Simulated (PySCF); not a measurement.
Input for PySCF:
```python
from pyscf import gto, scf, dft

mol = gto.M(
    atom='''
Ge    0.16892376   -0.51717288    0.52339737
H     0.67494204   -1.50964575   -0.65493097
S    -0.33131487    1.00836534   -0.99705588
H    -0.77946466    1.92533236   -0.14089062
''',
    basis='cc-pvdz',
    verbose=4,
    max_memory=1800,
)

mf = dft.RKS(mol)
mf.xc = 'b3lyp'
mf = mf.density_fit(auxbasis='def2-universal-jkfit')
mf.kernel()
```

**Question.** What does this run give for the HOMO energy, Mulliken (on the basis functions themselves) charges in atom order?

**Answer.** 
```
Property                                                                                           Result
------------------------------------------------------------------  -------------------------------------
HOMO energy                                                                                      -6.73 eV
Mulliken (on the basis functions themselves) charges in atom order  Ge1 0.19, H2 -0.10, S3 -0.18, H4 0.08
```
